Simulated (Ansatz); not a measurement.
Ge(SiH3)4 (Si₄GeH₁₂), relaxed as a singlet with RKS r2SCAN-D4/def2-SVP in Ansatz, starting from the GFN2-xTB geometry. Force threshold 0.02 eV/Å.

Start:

```xyz
17

Ge    0.002    0.011   -0.002
Si   -0.663    1.328    1.851
H    -1.000    2.701    1.462
H     0.394    1.416    2.863
H    -1.845    0.768    2.513
Si   -1.649    0.121   -1.698
H    -2.964   -0.305   -1.208
H    -1.315   -0.743   -2.835
H    -1.806    1.480   -2.225
Si    0.247   -2.236    0.704
H     1.293   -2.377    1.721
H     0.604   -3.125   -0.405
H    -0.992   -2.758    1.291
Si    2.067    0.796   -0.860
H     2.037    2.236   -1.132
H     2.419    0.128   -2.117
H     3.171    0.559    0.076
```

Problem. Estimate the energy that the relaxation releases and the steps that it takes.

Solution. 12.8 kJ/mol, in 3 steps; 22 s on 4 threads of Intel Xeon on a shared host. No frequencies were taken in this run, so the end may be a saddle point.

Problem. Does the start keep its bonding and symmetry?

Solution. By distances, no bond broke or formed. The bond that changes most is Si10–H12, from 1.47 to 1.49 Å (atoms count from 1).

Problem. Predict the relaxed structure.

Solution. 
```xyz
17

Ge    0.001    0.008   -0.002
Si   -0.665    1.337    1.861
H    -0.990    2.726    1.417
H     0.435    1.399    2.871
H    -1.875    0.741    2.504
Si   -1.661    0.122   -1.705
H    -2.983   -0.319   -1.168
H    -1.282   -0.768   -2.844
H    -1.790    1.522   -2.211
Si    0.250   -2.253    0.707
H     1.322   -2.353    1.743
H     0.617   -3.123   -0.451
H    -1.033   -2.749    1.293
Si    2.077    0.800   -0.864
H     2.001    2.268   -1.134
H     2.407    0.094   -2.139
H     3.171    0.548    0.122
```
Bond lengths: 4 × Ge–Si 2.38 Å; 12 × H–Si 1.49 Å.
